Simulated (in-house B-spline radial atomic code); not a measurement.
Results of a calculation; reference values are marked as such.
**Correlation energy from the adiabatic connection: ω²r²/2 − Z/r, ω = 1.07, Z = 0.3**

Two electrons in a singlet, external potential ω²r²/2 − Z/r, ω = 1.07, Z = 0.3 (atomic units). Full CI in B-splines (partial waves to l = 8, correlation up to 0.6 % small) with the density held fixed gives W(λ) = <V_ee>_λ − U, and E_c is the integral of W(λ) − W(0) from 0 to 1.

```tsv
λ	W(λ) − W(0) (hartree)
0	0.00000
0.02	-0.00194
0.05	-0.00481
0.12	-0.01133
0.25	-0.02276
0.4	-0.03496
0.6	-0.04977
0.8	-0.06310
1	-0.07515
```

Q: Integrate the table by the trapezoid rule.

A: The strips give -0.00002, -0.00010, -0.00056, -0.00222, -0.00433, -0.00847, -0.01129, -0.01382, which sum to -0.04082 hartree. The direct value, W(1) − W(0) + T_c with T_c = 0.03424, is -0.04091; the curve is convex, so chords lie above it and the trapezoids fall short in size by 0.22 %.

Q: Now use only three numbers: W(0) = -0.82077, the initial slope W'(0) = -0.09766 (extrapolated from the first points) and the strong-coupling limit of the point-charge-plus-continuum model, W∞ = -1.1247. What do second-order theory and the interpolation W(λ) = W∞ + (W(0) − W∞)/√(1 + 2χλ) of Seidl, Perdew and Levy give?

A: Second order keeps the slope alone: E_c = W'(0)/2 = -0.04883, +19 % in size against -0.04091. Matching the slope fixes χ = W'(0)/(W∞ − W(0)) = -0.09766/(-0.30393) = 0.32132. Integrating, with s = √(1 + 2χ) = 1.281658, E_c = −(W(0) − W∞)(s − 1)/(s + 1) = −0.30393 × 0.281658/2.281658 = -0.03752 hartree, -8.3 % in size against the full result. At λ = 1 the formula gives W − W(0) = -0.06679 against -0.07515. Part of the miss can come from the model's W∞.
